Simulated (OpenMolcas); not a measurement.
Tc3+: moving or changing the point charges

Tc3+ among 5 point charges of -1 e arranged as a trigonal bipyramid (D3h), 1.98 Å from the ion, with the axial distance 2.099 Å.

* Program: OpenMolcas 26.06
* Method: SS-CASPT2, IPEA 0.25 Eh, imaginary shift 0.1 Eh (closed shells correlated: 4s 4p)
* Basis: ANO-RCC-VDZP [6s5p3d1f]
* Scalar Hamiltonian: DKH2, point nucleus
* Active space: 4 electrons in 5 orbitals (4d)
* State averaging: 2S+1 = 5 even, 5 roots; 2S+1 = 3 even, 45 roots; 2S+1 = 1 even, 50 roots
* Spin-orbit coupling: state interaction with AMFI integrals over the reference wave functions

Runs around this geometry, states (labels of D3, the rotations of D3h). Energies in cm-1 above the lowest state or level, χT in cm3 K/mol.

```
R (Å)  q (e)  Axial / equatorial distance  Ground state  First state of that spin  First gap with spin-orbit (degeneracies)  χT at 300 K  First state of another spin
 1.98   -0.8                         1.06           5A1                   5E 2790                                 90 (1, 2)        2.105                    3A2 16450
 1.86     -1                         1.06           5A1                   5E 4710                                 62 (1, 2)        2.457                    3A2 15850
 1.98     -1                         1.06           5A1                   5E 3580                                 75 (1, 2)        2.280                    3A2 16260
 2.18     -1                         1.06           5A1                   5E 2330                                110 (1, 2)        1.902                    3A2 16680
 1.98     -1                         1.14           5A1                   5E 1290                                140 (1, 2)        1.853                    3A2 15520
```

Taking the first state of the same spin as R^-n, n = -ln(2330 / 4710) / ln(2.18 / 1.86) = 4.4 between the shortest and longest distance.

Scaling the charges by -0.8 / -1 = 0.80 scales the first state of the same spin by 2790 / 3580 = 0.78; with fixed orbitals a first-order splitting would follow the charge.

Roots that are degenerate in the reference are averaged as groups; the widest CASPT2 spread within a group is 1100 cm-1 (the 4-fold group of multiplicity 3 near 19300 cm-1 above the lowest state of its run, R = 1.98, q = -1, ratio = 1.14). Shifts and gaps below about the spread of the groups concerned are not significant. Point charges give a weaker field than real ligands, and real ions of this kind are as a rule low spin; the high spin found here belongs to the model. Free-ion shares, where given, are those of the reference states; single-state CASPT2 does not remix them. The ground term spreads over less than 5000 cm-1, several times less than with real ligands, so orbital moments are less quenched and χT lies further from the spin-only value than at real sites (holds for R = 1.98, q = -0.8, ratio = 1.06; R = 1.98, q = -1, ratio = 1.06; R = 2.18, q = -1, ratio = 1.06; R = 1.98, q = -1, ratio = 1.14). This is an electrostatic model: the charges have no orbitals. A group larger than the point group allows holds several states that coincide in this model. No measured value stands beside these numbers.
